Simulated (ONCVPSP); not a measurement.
## indium, ONCV: configuration errors across variants

* Element: In (Z = 49)
* Generator: ONCVPSP 4.0.1
* Type: optimised norm-conserving Vanderbilt (ONCV)
* Functional: LDA (Perdew-Zunger)
* Relativity: scalar-relativistic
* Frozen core: [Ar] 3d10
* Valence charge: 21
* Reference configuration: 4s2 4p6 4d10 5s2 (charge +1)
* Partial waves: 4s+5s: rc 1.40 bohr, ncon 5, nbas 8, qcut 10.9 1/bohr, 3 projectors, debl 3.8 Ha; 4p: rc 1.35 bohr, ncon 4, nbas 7, qcut 7.9 1/bohr, 3 projectors, debl 1 Ha; 4d: rc 1.35 bohr, ncon 4, nbas 9, qcut 11.4 1/bohr, local
* Local potential: the d channel
* Core correction: Teter function, fcfact 1.75, rcfact 1.7

In the p channel the program set the typed energies aside and used -3.146, 0.250, 1.250 Ha.

All-electron excitation energies from the reference (eV): (1) 4s2 4p6 4d10 5s2 5p1 -5.594; (2) 4s2 4p6 4d10 5s1 19.661; (3) 4s2 4p6 4d10 5s0 48.401; (4) 4s1 4p6 4d10 5s2 5p1 121.772.

1 further variants failed, have other tests or too few solved ones, and are left out.

A true bound ghost makes a file unfit for plane-wave use even where its test errors are small: the radial tests pick states by their node count and pass the ghost by.

Errors AE − PS in meV (a dash: test not solved or not reliable):

| change | (1) | (2) | (3) | (4) | bound ghosts | GHOST(+) flags above zero |
| --- | --- | --- | --- | --- | --- | --- |
| base | +1.1 | -3.3 | -8.8 | -67 | p | s, p |
| d: nproj 1; local potential polynomial inside 1.00 bohr (lpopt 5, dvloc0 0 Ha) | +1.1 | -3.3 | -8.8 | -60 | none | s, p |
| core correction Teter function, fcfact 6.1, rcfact 1.7 | +1.1 | -3.5 | -9.7 | -77 | p | s, p |
| d: qcut 15.5 | +1.1 | -3.3 | -8.7 | -60 | none | s, p |

Give the same row for: d: rc 1.1.

+1.1, -3.3, -8.8, -61; bound ghosts: none; GHOST(+) flags above zero: s, p.
